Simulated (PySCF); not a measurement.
Compound: C₈H₉F₃.
Numbering: `[F:1][C:2]([F:3])([F:4])[C:5]1=[CH:6][C@@H:7]2[CH2:8][CH2:9][C@H:10]1[CH2:11]2`

NICS = −σ at a ghost point: NICS(0) at the centroid of the ring atoms, NICS(1) 1 Å to either side along the normal of their mean plane, zz for the tensor component along that normal. Level: GIAO PBE0/pcSseg-1 (PySCF, non-relativistic, gas phase) on the GFN2-xTB geometry, one conformer.

Ring bond lengths (Å), with Mayer bond orders in brackets: C5–C6 1.331 (1.77), C6–C7 1.504 (0.99), C7–C11 1.533 (0.96), C11–C10 1.532 (0.96), C10–C5 1.510 (0.94); C7–C8 1.550 (0.98), C8–C9 1.540 (1.02), C9–C10 1.547 (0.98), C10–C11 1.532 (0.96), C11–C7 1.533 (0.96).

Q: What do the NICS probes read (ppm)?

A: 
| ring | type | NICS(0) | NICS(1), two faces | NICS(1)zz, two faces | rms pucker (Å) | centre to ring atoms, mean (Å) |
| --- | --- | --- | --- | --- | --- | --- |
| C5–C6–C7–C11–C10 | 5-membered carbocycle; formal bonds 1 double, 4 single | -7.3 | -9.8 / -6.2 | -12.0 / -6.6 | 0.24 | 1.22 |
| C7–C8–C9–C10–C11 | 5-membered carbocycle; formal bonds all single | -8.6 | -9.5 / -4.4 | -17.4 / -6.0 | 0.27 | 1.26 |

Q: What do they say, and how far can they be read as aromaticity?

A: 
- C5–C6–C7–C11–C10: mean NICS(1)zz -9.3 ppm, shielded. C7, C10, C11 have four or more neighbours, and the NICS criterion for π rings isn't applied. The two faces differ by 5.4 ppm, so no symmetry operation interchanges them.
- C7–C8–C9–C10–C11: mean NICS(1)zz -11.7 ppm, shielded. C7, C8, C9, C10, C11 have four or more neighbours, so the value isn't read as a sign of a π ring current. The two faces differ by 11.4 ppm, so no symmetry operation interchanges them.

Q: At the second NICS(1) probe listed for ring C5–C6–C7–C11–C10, 1 Å off the ring, what do the in-plane components average?

A: The isotropic value is a third of the trace: (3 × -6.2 − (-6.6))/2 = -6.0 ppm.

Q: What are the shieldings of the ring atoms and their hydrogens in the same run (means over atoms taken as equivalent)?

A: 
| atoms | environment | σ isotropic (ppm) | principal values of the symmetric part, first atom (ppm) |
| --- | --- | --- | --- |
| C5 | fully substituted alkene carbon | 40.0 | -58.8, 41.6, 137.3 |
| C6 | alkene CH carbon | 38.6 | -64.1, 20.2, 159.6 |
| C7 | sp3 carbon at a ring junction | 141.0 | 132.7, 139.8, 150.6 |
| C8 | ring CH2 carbon | 159.6 | 143.8, 158.7, 176.4 |
| C9 | ring CH2 carbon | 159.6 | 146.8, 154.8, 177.2 |
| C10 | sp3 carbon at a ring junction | 141.9 | 133.9, 138.4, 153.3 |
| C11 | ring CH2 carbon | 134.4 | 108.5, 137.0, 157.7 |
| H on C6 | vinylic hydrogen | 24.88 | 23.1, 24.6, 27.0 |
| H on C7 | methine hydrogen | 28.83 | 24.7, 25.7, 36.0 |
| H on C8 | methylene hydrogen | 29.85 | 24.7, 27.0, 37.8 |
| H on C8 | methylene hydrogen | 30.57 | 26.0, 27.1, 38.5 |
| H on C9 | methylene hydrogen | 29.91 | 24.9, 27.2, 37.7 |
| H on C9 | methylene hydrogen | 30.38 | 24.9, 28.5, 37.8 |
| H on C10 | methine hydrogen | 28.71 | 24.6, 27.1, 34.4 |

The list is cut; further classes of hydrogen are left out.
